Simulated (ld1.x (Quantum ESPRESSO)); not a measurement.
# What one change does to a pseudopotential (Ge, TM semilocal)

* Element: germanium (Ge)
* Generator: ld1.x (Quantum ESPRESSO) 7.5
* Type: norm-conserving Troullier–Martins (semilocal form)
* Functional: PW91
* Relativity: non-relativistic
* Frozen core: [Ar] 3d10
* Valence charge: 4
* Reference configuration: 4s2 4p2
* Partial waves: 4s (bound): rc 1.60 bohr; 4p (bound): rc 1.65 bohr; 4d channel at 0.25 Ry: rc 1.70 bohr
* Local potential: the d channel
* Core correction: a·sin(br)/r model core inside 1.30 bohr

Change: scalar-relativistic.

Cutoffs: the cutoffs (Ry, on a coarse ladder) from which the occupation-weighted sum of valence levels, in a spherical-Bessel basis at the reference potential, stays within 10 and 1 mRy of its value at 400 Ry; they do not see the model core or the augmentation charge, which bear on the density cutoff. Errors are all-electron minus pseudo energies relative to the spin-unpolarised reference configuration.

Q: What does the change do?

A: The potential gets neither clearly harder nor softer (30 Ry and 45 Ry → 30 Ry and 45 Ry); of the 7 tests that both files solve, the error grows in 5 and shrinks in 0 by more than 15 % and 0.3 meV (median size 19.2 → 24.8 meV); neither file shows a bound ghost. A semilocal file is local in each channel, so a ghost entry of none says nothing of the separable form that plane-wave codes build from it.

```csv
quantity,base,changed
"cutoff, loose",30 Ry,30 Ry
"cutoff, tight",45 Ry,45 Ry
bound ghosts,none,none
"error for 4s2 4p1, meV [ΔE 7.53 → 7.50 eV]",-3.7,-5.2
"error for 4s2 4p0, meV [ΔE 23.07 → 23.03 eV]",-38,-46
"error for 4s1 4p0, meV [ΔE 57.42 → 57.93 eV]",-231,-265
"error for 4s0 4p4, meV [ΔE 15.46 → 16.25 eV]",-31,-39
"error for 4s1 4p3, meV [ΔE 7.62 → 8.00 eV]",-7.7,-10
"error for 4s2 4p2.3, meV [ΔE -0.91 → -0.90 eV]",0.0,+0.1
"error for 4s1 4p2, meV [ΔE 15.86 → 16.25 eV]",-19,-25
s: phases at 1.85 bohr within 0.05 rad from the reference energy up to (Ry; the scan ends near 5),to the end of the scan,to the end of the scan
p: phases at 1.85 bohr within 0.05 rad from the reference energy up to (Ry; the scan ends near 5),4.9,to the end of the scan
d: phases at 1.85 bohr within 0.05 rad from the reference energy up to (Ry; the scan ends near 5),0.8,0.8
```
